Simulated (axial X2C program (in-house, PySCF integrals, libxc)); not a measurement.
InSi⁺ at several levels of theory

All values were computed with an axial X2C code built on PySCF integrals. Spin-free means the one-electron spin-free X2C Hamiltonian; two-component (2c) means X2C with spin–orbit coupling and atomic mean-field two-electron Coulomb and Gaunt terms, so the difference of the two also holds small scalar two-electron terms. Basis: In dyall-cv3z [11s12p9d4f1g], Si dyall-v3z [8s7p2d1f] (cores contracted in-house); Gaussian nuclei, density fitting, unrestricted open shells. Masses: In 114.904 u, Si 27.977 u.

State, spin-free: M_S = 1, Λ = 1 (beyond evenly filled blocks: σα, π+α); electrons by block: σα: 15, σβ: 14, π+α: 7, π+β: 6, π-α: 6, π-β: 6, δ+α: 2, δ+β: 2, δ-α: 2, δ-β: 2. Fragments: In+ + Si.

State, 2c: Ω = 2 (⟨Sz⟩ = 1.00, ⟨Lz⟩ = 1.00 at PBE0); electrons by block: 1/2: 21, -1/2: 20, 3/2: 9, -3/2: 8, 5/2: 2, -5/2: 2. Fragments: In+ + Si.

```tsv
Hamiltonian	level	Re (Å)	ωe (cm⁻¹)	Be (cm⁻¹)	αe (cm⁻¹)	De (eV)	k (mdyn/Å)	μ (D)
spin-free	PBE0	3.071	132.1	0.07946	0.000686	0.751	0.231	2.20
spin-free	HF	3.302	104.9	0.06872	0.000669	0.352	0.146	1.43
spin-free	MP2	3.170	119.0	0.07456	0.000671	0.568	0.188	n/a
spin-free	CCSD	3.169	120.1	0.07461	0.000678	0.553	0.191	n/a
spin-free	CCSD(T)	3.140	124.3	0.07597	0.000683	0.594	0.205	n/a
spin-free	BHandHLYP	3.126	125.1	0.07669	0.000657	0.657	0.207	2.07
2c	PBE0	3.076	131.7	0.07918	0.000682	0.739	0.23	2.18
2c	HF	3.301	105.0	0.06874	0.000671	0.340	0.146	1.44
2c	MP2	3.174	118.6	0.07436	0.000671	0.567	0.187	n/a
2c	CCSD	3.173	119.9	0.07444	0.00068	0.545	0.191	n/a
2c	CCSD(T)	3.145	124.1	0.07577	0.000686	0.586	0.204	n/a
2c	BHandHLYP	3.130	124.9	0.0765	0.000654	0.645	0.207	2.06
```

Correlated methods: 6 electrons correlated (number of frozen shells: In 4 s, 3 p, 2 d; Si 2 s, 1 p), 232 virtual spin orbitals or spinors in MP2, 90 natural virtuals in coupled cluster.

Dipoles are positive if Si is the positive end and refer to the centre of mass.

The state is a single determinant with fixed occupations, the lowest that a limited PBE0 search found. De is counted from the lowest determinant-based energies of the atoms at the same level, without counterpoise correction. Density functionals use the spin component along the axis (collinear). Coupled cluster ran in a truncated set of natural virtual spinors; the MP2 energy of the rest was added. (T) has no such correction and the atoms are truncated less, which lowers De at CCSD(T) by a hundredth of an eV or more. The 2c atoms are single determinants rather than J levels; their spin–orbit lowering is only partly caught, and De is too large by that part. This holds for PBE0, MP2, CCSD, CCSD(T), BHandHLYP. PBE0 can misorder states that lie within some tenths of an eV, so this need not be the ground state of the molecule. The nearest other spin-free determinant of the search, M_S = 0, Λ = 1, lies 0.22 eV up at the distance of the search. Without a current term, density functionals place determinants with orbital angular momentum somewhat too high. The atomic limit has a lower orbital projection than the molecule and lies lower at mean-field level, so De may be about a tenth of an eV too small. With several unpaired electrons one determinant need not be a pure state. Open-shell Ω = 0 determinants with evenly filled partner blocks cannot be reached by this program, so the Ω shown need not be the lowest component. With the outer-core shells frozen, correlated bond lengths of heavy atoms tend to come out a few hundredths of an ångström too long.

Rough cost a point (2c) on 1 thread(s) of a shared host, integrals apart: PBE0 0.9 s, HF 1 s, CCSD(T) 4 s, BHandHLYP 1.2 s.

The whole task took 3.7 min on 1 thread of Arm Neoverse N1, with other jobs on the host.
